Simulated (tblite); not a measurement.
Species: C₇H₁₃Al.
Numbering: `[CH2:1]=[CH:2][AlH:3][CH:4]1[CH2:5][CH2:6][CH2:7][CH2:8]1` (hydrogens: H9, H10 on C1; H11 on C2; H12 on Al3; H13 on C4; H14, H15 on C5; H16, H17 on C6; H18, H19 on C7; H20, H21 on C8)

Computed with GFN2-xTB (tblite), gas phase: L-BFGS steps from a force-field or distance-geometry start until the largest atomic force falls under 0.01 eV/Å.

Step 4: E = -615.1655 eV
```
atom  x, y, z in Å  |  force x, y, z in eV/Å
C1      4.1350    0.6038    0.1935    0.251   0.201  -0.101
C2      3.1183   -0.2201    0.4207    0.076  -0.220   0.042
Al3     1.4500   -0.4440   -0.5598    0.124  -0.173   0.589
C4     -0.2038   -0.1808    0.4736   -0.500   0.473   0.024
C5     -1.2310   -1.2233    0.0108   -0.263  -0.214   0.080
C6     -2.5627   -0.5587    0.2956   -0.200   0.160   0.065
C7     -2.3044    0.7972   -0.3220    0.193   0.224  -0.145
C8     -0.9876    1.1805    0.3314    0.461  -0.202   0.177
H9      4.0807    1.3389   -0.5946    0.122   0.073  -0.029
H10     5.0497    0.5813    0.7676    0.117   0.108   0.048
H11     3.2664   -0.9326    1.2390    0.044   0.000   0.099
H12     1.3941   -1.2259   -1.8325   -0.085  -0.177  -0.745
H13    -0.0147   -0.3696    1.5409    0.027   0.177   0.049
H14    -1.1223   -2.1802    0.5041    0.131  -0.258   0.155
H15    -1.1429   -1.3783   -1.0643    0.038  -0.191  -0.259
H16    -3.4366   -1.0580   -0.1060   -0.073  -0.192  -0.132
H17    -2.6782   -0.4320    1.3695   -0.167  -0.129   0.167
H18    -2.1512    0.6482   -1.3856   -0.009   0.113  -0.326
H19    -3.0652    1.5559   -0.1937   -0.278   0.038   0.213
H20    -1.1795    1.6037    1.3163    0.024   0.092   0.055
H21    -0.4233    1.9111   -0.2499   -0.033   0.097  -0.026
```

Step 5: E = -615.2241 eV
```
atom  x, y, z in Å  |  force x, y, z in eV/Å
C1      4.1429    0.6073    0.1953    0.208   0.075  -0.027
C2      3.1251   -0.2204    0.4188    0.262  -0.154   0.071
Al3     1.4585   -0.4904   -0.5394   -0.105  -0.024   0.267
C4     -0.2103   -0.1678    0.4726   -0.131  -0.158   0.153
C5     -1.2327   -1.2291    0.0139   -0.271  -0.097  -0.142
C6     -2.5677   -0.5626    0.2922   -0.209   0.160  -0.022
C7     -2.3025    0.7998   -0.3202    0.076   0.235  -0.099
C8     -0.9756    1.1738    0.3352   -0.054   0.329   0.072
H9      4.0886    1.3396   -0.5918    0.103   0.115  -0.100
H10     5.0636    0.5922    0.7660   -0.009   0.077   0.041
H11     3.2671   -0.9294    1.2400    0.116  -0.040   0.171
H12     1.3891   -1.2180   -1.8605   -0.069  -0.122  -0.500
H13    -0.0139   -0.3527    1.5460   -0.028   0.138  -0.081
H14    -1.1171   -2.1887    0.5026    0.119  -0.191   0.220
H15    -1.1484   -1.3992   -1.0692    0.051  -0.063   0.006
H16    -3.4478   -1.0645   -0.1027    0.051  -0.113  -0.185
H17    -2.6966   -0.4386    1.3634   -0.099  -0.094   0.230
H18    -2.1572    0.6684   -1.3871    0.042   0.028  -0.313
H19    -3.0749    1.5557   -0.1946   -0.094  -0.052   0.275
H20    -1.1757    1.6208    1.3112    0.035  -0.057   0.080
H21    -0.4234    1.9206   -0.2374    0.007   0.011  -0.120
```

Problem. Estimate the geometry and energy of step 6. (The exact step hangs on the optimiser's Hessian estimate; all steps are aligned on step 5, rigid shifts and turns removed.)

Solution. E = -615.2505 eV, largest force 0.459 eV/Å
```
atom  x, y, z in Å  |  force x, y, z in eV/Å
C1      4.1479    0.6090    0.1954    0.265   0.112  -0.033
C2      3.1342   -0.2221    0.4190    0.152  -0.202   0.068
Al3     1.4601   -0.5099   -0.5264   -0.140  -0.021  -0.003
C4     -0.2166   -0.1641    0.4740    0.021  -0.359   0.113
C5     -1.2385   -1.2337    0.0141   -0.183  -0.037  -0.120
C6     -2.5733   -0.5611    0.2907   -0.135   0.099  -0.034
C7     -2.3000    0.8048   -0.3219   -0.044   0.152  -0.060
C8     -0.9708    1.1760    0.3381   -0.266   0.372  -0.040
H9      4.0938    1.3421   -0.5926    0.093   0.074  -0.078
H10     5.0697    0.5981    0.7665   -0.040   0.075   0.035
H11     3.2696   -0.9290    1.2438    0.167  -0.033   0.177
H12     1.3858   -1.2169   -1.8810   -0.056  -0.030  -0.246
H13    -0.0141   -0.3434    1.5474   -0.064   0.093  -0.067
H14    -1.1129   -2.1953    0.5057    0.062  -0.060   0.177
H15    -1.1495   -1.4089   -1.0721    0.030  -0.017   0.131
H16    -3.4516   -1.0694   -0.1050    0.084  -0.034  -0.185
H17    -2.7059   -0.4431    1.3650   -0.073  -0.065   0.127
H18    -2.1589    0.6773   -1.3932    0.046   0.031  -0.180
H19    -3.0810    1.5550   -0.1897    0.008  -0.079   0.246
H20    -1.1737    1.6268    1.3109    0.028  -0.073   0.112
H21    -0.4233    1.9248   -0.2346    0.047   0.003  -0.141
```

The energy changes by -0.0264 eV. The first-order estimate −F·Δx gives -0.0364 eV and the mean of the old and new forces, exact on a quadratic surface, -0.0265 eV. The step makes an angle of 49° with the force vector and moves no atom by more than 0.024 Å.

The cost below is that of the whole relaxation. On one thread of an AMD EPYC 9R45, no GPU, shared host with 96 logical CPUs at a one-minute load of 23, this took 0.8 s wall.
